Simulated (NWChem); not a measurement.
System: BSiH4F; SMILES FB[SiH3]

Results from NWChem. Pople sets run with spherical d functions. STO-3G and 3-21G are far too small for this property and stand as cheap habits. Structure relaxed at the PBE-D3(BJ)/def2-SVP level. Field at 589 nm.

Problem. Order these by “isotropic polarisability (bohr³)”, lowest first: B3LYP/aug-cc-pVDZ; B3LYP/6-31G*; B3LYP/STO-3G; B3LYP/def2-SVP.

Solution. B3LYP/STO-3G (19.3), B3LYP/6-31G* (37.4), B3LYP/def2-SVP (41.0), B3LYP/aug-cc-pVDZ (49.1)
